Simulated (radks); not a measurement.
Initial-state core-level shifts of the tungsten ion W2+ when its valence configuration changes from [Xe] 4f14 5d4. Method: Dirac Kohn-Sham, LDA (Slater exchange, Perdew-Wang correlation), spin-unpolarised, spherical densities, finite nucleus; open shells fill j = l - 1/2 first; Fermi nuclear charge, rms radius 5.3658 fm; computed with a radial shooting solver on a logarithmic mesh with Libxc functionals. Shifts are changes of the shell-averaged eigenvalues in eV (positive: less bound); the change of the density at the nucleus, which sets a Mossbauer isomer shift, is in e/bohr^3, on a base of 1.418e+06.

| valence | 1s | 2p | 5s | 5p | density at nucleus |
|---|---|---|---|---|---|
| 4f13.5 5d4 6p0.5 | -6.869 | -7.291 | -4.292 | -3.675 | +48.0 |
| 4f14 5d3.5 6p0.5 | -2.133 | -2.195 | -2.113 | -1.999 | +7.0 |
| 4f14 5d3 6s1 | -3.158 | -3.295 | -3.118 | -2.908 | +124.2 |
| 4f13.5 5d4.5 | -4.827 | -5.181 | -2.253 | -1.740 | +41.5 |
| 4f12 5d6 | -20.128 | -21.652 | -8.868 | -6.807 | +176.3 |
| 4f14 5d2 6p2 | -8.805 | -9.087 | -8.623 | -8.116 | +33.5 |
| 4f14 6s2 6p2 | -16.183 | -16.836 | -15.556 | -14.489 | +354.6 |
| 4f12 5d4 6p2 | -29.032 | -30.886 | -17.529 | -15.007 | +210.2 |
| 4f12 5d5 6s1 | -23.373 | -25.058 | -12.042 | -9.785 | +311.2 |
